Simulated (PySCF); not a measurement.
B(OH)(OMe)(OtBu), C5H13BO3, SMILES OB(OC)OC(C)(C)C, singlet at its GFN2-xTB optimised geometry (Å):

```
22

B      0.4844    -0.6843     0.0000
O     -0.1206    -1.9129     0.0013
H      0.5167    -2.6264     0.0022
O      1.8521    -0.6843     0.0000
C      2.6185     0.5001    -0.0056
H      3.2850     0.4841     0.8595
H      3.2149     0.5256    -0.9206
H      1.9773     1.3804     0.0388
O     -0.1843     0.4903     0.0000
C     -1.6032     0.6628    -0.0015
C     -2.2127     0.0270     1.2499
C     -1.8362     2.1772     0.0049
C     -2.2064     0.0383    -1.2618
H     -3.2850     0.2013     1.2736
H     -1.7628     0.4569     2.1418
H     -2.0224    -1.0422     1.2439
H     -1.3861     2.6179     0.8906
H     -2.9008     2.3928     0.0020
H     -1.3794     2.6264    -0.8730
H     -2.0144    -1.0307    -1.2651
H     -1.7531     0.4775    -2.1474
H     -3.2789     0.2111    -1.2887
```

Computed with B3LYP/def2-SVP (PySCF). Cells within 0.4 Å of a nucleus heavier than hydrogen are left out (blank, or x).

Map of the electron localisation function on the plane z = 0.0 Å:

```
|0000000000000000000000000000000|
|0000000000000000000000000000000|
|0000000000000000000000000000000|
|0000000000000000000000000000000|
|0000000000000000000000000000000|
|0000034210000000000000000000000|
|0000489852232000000000000000000|
|0001899995454200000010000000000|
|0002999996x56300000477300000000|
|000189999xxx5200001999810000000|
|0000289984x54001101999930000000|
|0000002237995037611999941000000|
|0000000026754489830899833200000|
|0000000023xx58xx840286xx6410000|
|0000000025xx68xx730142xx7510000|
|0000000014644678723578445310000|
|0000000001221266x078x7621100000|
|0000000000000020xx8xxx710000000|
|0000000000000257105779840000000|
|0000000000003778841488740000000|
|00000000000179xx750046630000000|
|00000000000389xx883002200000000|
|0000000000026778998100000000000|
|0000000000013337998400000000000|
|0000000000000015888300000000000|
|0000000000000001574000000000000|
|0000000000000000000000000000000|
|0000000000000000000000000000000|
|0000000000000000000000000000000|
|0000000000000000000000000000000|
|0000000000000000000000000000000|
```
Scale: ten equal steps from 0.000 (start of '0') to 1.000 (end of '9'), in the order '0123456789'; x runs from -5.50 to 5.50, y from -5.50 (bottom) to 5.50 (top).
